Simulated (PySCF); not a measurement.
Part of a log for trimethyl arsine, `[As](C)(C)C`: ground state, then the species with a core hole.

Method: delta-SCF UKS SCAN, pcX-2 on the ionised atom, pcseg-1 elsewhere, spin-free X2C in PySCF 2.14.0. Atoms in this output count from 0. The cycles run on a coarse integration grid; for E(ground) and E(ion) the exchange–correlation energy is redone on a finer one, so they differ from the last cycle, and only they enter the binding energy.

Coordinates (Å, PBE0-D3(BJ)/def2-SVP):
```
C     -0.405637     1.627991     0.367704
As    -0.172620    -0.187410     1.086046
C      1.601174    -0.528071     0.309023
C     -1.221107    -1.125471    -0.287568
H     -0.162610     1.673343    -0.705025
H      0.245222     2.325684     0.914837
H     -1.448115     1.946998     0.514211
H      1.621357    -0.303108    -0.768382
H      1.872069    -1.583042     0.462147
H      2.349616     0.094594     0.820886
H     -0.941987    -0.801139    -1.301827
H     -1.054313    -2.208998    -0.197577
H     -2.291829    -0.930401    -0.128516
```

```
ground state, core basis on atom 0 (C), 145 functions
  cycle   1  E = -2375.04067871  |g| = 5.54e-01
  cycle   2  E = -2374.95592985  |g| = 7.71e-01
  cycle   3  E = -2375.12293417  |g| = 6.05e-02
  cycle   4  E = -2375.12405788  |g| = 2.29e-02
  cycle   5  E = -2375.12420302  |g| = 7.84e-03
  cycle   6  E = -2375.12421863  |g| = 3.82e-03
  cycle   7  E = -2375.12422075  |g| = 1.00e-03
  cycle   8  E = -2375.12422124  |g| = 1.76e-04
  E(ground) = -2375.03156349 Eh
hole in C 1s of atom 0
  cycle   1  E = -2363.88423356  |g| = 1.51e+00
  cycle   2  E = -2363.15323787  |g| = 1.83e+00
  cycle   3  E = -2364.40527831  |g| = 3.51e-01
  cycle   4  E = -2364.44985467  |g| = 1.43e-01
  ...
  cycle   8  E = -2364.46192431  |g| = 1.09e-03
  cycle   9  E = -2364.46192445  |g| = 6.56e-04
  cycle  10  E = -2364.46192629  |g| = 1.65e-04
  E(ion) = -2364.36836529 Eh   <S^2> = 0.7702   hole on atom = 1.000
```

What is the C 1s binding energy of atom 0?

(-2364.368365 − (-2375.031563)) Eh × 27.2114 eV/Eh = 290.16 eV, for the methyl carbon.

Isolated species at its PBE0-D3(BJ)/def2-SVP geometry, gas phase.
Labels such as C1 count atoms from 1, the log's own numbers from 0.
